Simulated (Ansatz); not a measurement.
The first iterations of a band of Cl$_{2}$FHSi (5 atoms, charge 0, multiplicity 1).

Theory: RKS PBE/def2-SVP (Ansatz 0.2.0).

* movable images: 3
* climbing image: yes
* spring: 5.0 eV/Å²
* optimiser: quadratic models (default)
* start path: through a guess of the saddle point
* force threshold: 0.05 eV/Å
* iteration limit: 60
* end points: relaxed

Image 0:

```xyz
5
Properties=species:S:1:pos:R:3
Si 0.187 -0.029 0.255
H -0.082 0.000 1.718
Cl 2.208 -0.035 -0.105
F -0.446 1.300 -0.433
Cl -0.693 -1.675 -0.603
```

Image 4:

```xyz
5
Properties=species:S:1:pos:R:3
Si -0.954 0.018 0.051
H 1.616 0.075 2.126
Cl 2.011 -0.064 0.896
F -0.667 1.221 -1.040
Cl -0.831 -1.690 -1.202
```

| iteration | highest image above the first end (eV) | largest band force component (eV/Å) |
| --- | --- | --- |
| 1 | 3.415 | 5.562 |
| 2 | 2.503 | 2.517 |
| 3 | 2.829 | 1.559 |
| 4 | 2.748 | 1.178 |

Question: Does the band converge within its limit, and where does its top end?

Answer: The run converged. It ended after 13 iterations with the highest image 2.622 eV above the first end. Neighbouring images differ by up to 1.7 eV, so the band resolves the path poorly. Another band between the same ends (5 images) ends at a top of the same energy, where a vibrational analysis finds 1 clearly imaginary mode. So few images can step over the top or miss a turn of the path. The orbitals stay closed-shell, which can raise the energy where a bond breaks towards radicals; this wasn't checked here.

Run time: 71 s on 1 thread of Arm Neoverse V1, on a shared host, peak memory 0.12 GiB.
